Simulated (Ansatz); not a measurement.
Species: SbCl2, charge 1, singlet. SbCl2+ (SMILES [Cl][Sb+][Cl]).
B3LYP-D3(BJ)/def2-TZVP minimum from Ansatz (a quantum-chemistry and plane-wave program):
```
Sb
Cl 1 2.2740
Cl 1 2.2740 2 100.32
```
Charge +1, spin multiplicity 1.

Total energies in def2-SVP, 18 correlated electrons, 19 frozen orbitals. UHF or UKS for unpaired electrons; spin-orbit terms are left out. Cores are frozen in correlated methods (noble-gas shells, and filled d and f shells in the p block). Past Kr the def2 sets carry scalar-relativistic core potentials. Spin-orbit terms, left out, reach several kcal/mol for Br and I, and more for heavier atoms. The spin of Cl2Sb+ ([Cl][Sb+][Cl], singlet) was assumed, and the state is the lowest solution found for it.

| method | program | energy (Eh) | minus CCSDTQ (mEh) |
|---|---|---|---|
| HF | Ansatz | -1157.73141 | 387.05 |
| MP2 | Ansatz | -1158.07294 | 45.52 |
| CCSD | Ansatz | -1158.10357 | 14.89 |
| CCSD(T) | Ansatz | -1158.11612 | 2.35 |
| CCSDT(Q) | Ansatz | -1158.11859 | -0.13 |
| CCSDTQ | Ansatz | -1158.11847 | 0.00 |

Rough core times of Ansatz's runs on a shared machine: CCSD(T) under 20 s, CCSDT(Q) 60 s, CCSDTQ 90 min.
